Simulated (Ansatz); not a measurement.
Molecule: C3H9OSi, charge 0, multiplicity 2. It need not be the lowest isomer of its formula. 
Geometry from a B3LYP-D3(BJ)/def2-TZVP (Ansatz, a program for electronic structure) optimisation:
```xyz
14

Si     0.0291    -0.0040     0.0267
C      1.8502     0.2285    -0.1968
C     -0.5646    -1.3108    -1.1754
C     -0.9019     1.5967    -0.2134
O     -0.2990    -0.4393     1.5990
H      2.4049    -0.1670    -1.0416
H      2.4555     0.8011     0.4995
H     -0.3731    -1.0059    -2.2075
H     -1.6385    -1.4778    -1.0682
H     -0.0585    -2.2654    -1.0136
H     -1.9671     1.4488    -0.0205
H     -0.7888     1.9698    -1.2332
H     -0.5383     2.3648     0.4715
H      0.1866    -1.1838     1.9620
```
Charge 0, spin multiplicity 2.

Dipole moments at this geometry, in debye (magnitudes).

```
level                    program  dipole (D)
-----------------------  -------  ----------
SVWN5/def2-TZVPD          Ansatz        1.17
PBE/def2-TZVPD            Ansatz        1.16
BLYP/def2-TZVPD           Ansatz        1.17
revPBE/def2-TZVPD         Ansatz        1.15
r2SCAN/def2-TZVPD         Ansatz        1.23
BHLYP/def2-TZVPD          Ansatz        1.38
r2SCANh/def2-TZVPD        Ansatz        1.26
r2SCAN0/def2-TZVPD        Ansatz        1.31
CAM-B3LYP/def2-TZVPD      Ansatz        1.34
LC-wPBE/def2-TZVPD        Ansatz        1.37
wB97M-V/def2-TZVPD        Ansatz        1.31
wB97X-V/def2-TZVPD        Ansatz        1.33
CCSD(T)/aug-cc-pV(D+d)Z   Ansatz        1.28
```
